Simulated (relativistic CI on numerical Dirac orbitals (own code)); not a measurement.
**Ni⁺: K-beta X-ray emission**

Computed with this model: Dirac-Coulomb-Breit CI, separate exchange-only KLI orbitals for each configuration, model QED, multiplet model of X-ray emission after core ionisation, unscaled Slater integrals; configurations [Ar] 3d9 → 1s 2s2 2p6 3s2 3p6 3d9 → [Ne] 3s2 3p5 3d9; 300 K; Lorentzian 1.12 eV and Gaussian 1 eV FWHM. Energies are those of the free ion, without screening or charge transfer. S is read from ⟨S²⟩ = S(S + 1).

Field parameters in Wybourne normalisation: D3d B²₀ = −7Dσ, B⁴₀ = −14Dq − 21Dτ, B⁴₃ = −14√(10/7) Dq; Oh B⁴₀ = 21Dq, B⁴₄ = √(5/14) B⁴₀; Td as Oh with Dq negative (B⁴₀ = 21Dq, B⁴₄ = √(5/14) B⁴₀). The field is a parameter set, without covalency.

Computed curve for Td, 10Dq = -7800 cm⁻¹, scaled to 100 at the maximum (points under 2 are left out and the grid is thinned):

Energy (eV), Intensity and a bar:
```
   8248.8        2.2 
   8249.2        2.9 
   8249.6        4.1 #
   8250.0        6.4 #
   8250.4       10.4 ###
   8250.6       13.1 ###
   8251.0       18.8 #####
   8251.4       22.2 ######
   8251.8       22.0 ######
   8252.2       19.6 #####
   8252.6       15.9 ####
   8253.0       11.5 ###
   8253.4        7.8 ##
   8253.8        5.7 #
   8254.2        4.7 #
   8254.4        4.5 #
   8254.8        4.4 #
   8255.2        4.6 #
   8255.6        5.2 #
   8256.0        6.2 #
   8256.4        7.8 ##
   8256.8       10.6 ###
   8257.2       15.8 ####
   8257.6       25.1 #######
   8258.0       39.1 ###########
   8258.2       47.3 ##############
   8258.6       64.0 ###################
   8259.0       80.8 ########################
   8259.4       91.7 ###########################
   8259.8       85.7 ##########################
   8260.2       64.7 ###################
   8260.6       42.1 ############
   8261.0       26.6 ########
   8261.4       18.0 #####
   8261.8       14.0 ####
   8262.0       13.1 ###
   8262.4       12.7 ###
   8262.8       14.3 ####
   8263.2       17.9 #####
   8263.6       24.5 #######
   8264.0       35.9 ##########
   8264.4       53.0 ################
   8264.8       72.4 ######################
   8265.2       89.5 ###########################
   8265.6      100.0 ##############################
   8265.8       99.9 ##############################
   8266.2       84.7 #########################
   8266.6       57.4 #################
   8267.0       34.0 ##########
   8267.4       20.2 ######
   8267.8       13.0 ###
   8268.2        9.1 ##
   8268.6        6.8 #
   8269.0        5.3 #
   8269.4        4.3 #
   8269.6        3.9 #
   8270.0        3.2 
   8270.4        2.8 
   8270.8        2.4 
   8271.2        2.1
```

The ground state has S = 0.50, and the centroid lies at 8261.45 eV.
